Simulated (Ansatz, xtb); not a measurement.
## Ranking isomers of C4H9NSi2

3 gas-phase structures of C4H9NSi2, from a drawn sample of its isomers (lower ones may exist). Each was relaxed with GFN2-xTB; where two conformers were screened, the lower at r2SCAN-D4/def2-SVP is listed:

A. `C#CN([SiH3])[SiH2]C=C`, a singlet
B. `C#C[SiH](C=C)N[SiH3]`, a singlet
C. `C#C[SiH2]N([SiH3])C=C`, a singlet

**Question.** Estimate their order in r2SCAN-D4/def2-SVP energy at these geometries, lowest first.

**Answer.** Calculated order at r2SCAN-D4/def2-SVP: B (0.0), C (7.8), A (16.9) kcal/mol.

Energies above the lowest of each column, in kcal/mol; the last columns are at PBE0-D3(BJ)/def2-SVP geometries:

```
structure  GFN2-xTB  HF/STO-3G  r2SCAN-D4/def2-SVP  PBE0-D3(BJ)/def2-SVP  CCSD(T)/def2-SVP + ΔMP2/def2-TZVPP
        B      14.4        0.0                 0.0                   0.0                                 0.0
        C       0.0        4.2                 7.8                   8.7                                12.6
        A       5.1       11.6                16.9                  16.2                                23.0
```

CCSD(T)/def2-SVP + ΔMP2/def2-TZVPP puts B lowest; GFN2-xTB picks C. Some further structures that were screened fall inside this span and aren't listed. Flexible structures stand in one conformer each, not always the lowest. C keeps a small imaginary mode. The ΔMP2 step shifts differences by up to 4.6 kcal/mol, which makes them less sure. ΔMP2 is the change of the MP2 energy from the smaller to the larger basis.

Programs: Ansatz 0.2.0, xtb 6.7.1.
